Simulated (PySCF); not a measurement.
A calculated (LDA, PySCF 2.14, cc-pVTZ-DK, scalar relativity by spin-free X2C-1e) atom or ion has these occupied shells.

```csv
shell,electrons,orbital energy (eV),"rms radius, mean of both spins (bohr)"
1s α,1,-4885.9,0.0805
1s β,1,-4885.9,0.0805
2s α,1,-569.63,0.354
2s β,1,-569.25,0.354
2p α,3,-478.18,0.322
2p β,3,-477.88,0.322
3s α,1,-95.231,1.07
3s β,1,-94.234,1.07
3p α,3,-71.380,1.14
3p β,3,-70.393,1.14
3d α,1,-35.410,1.40
```

**Question.** Name the element and its charge.

**Answer.** Ti³⁺ (titanium, charge +3), in [Ar] 3d1, 2D determinant.
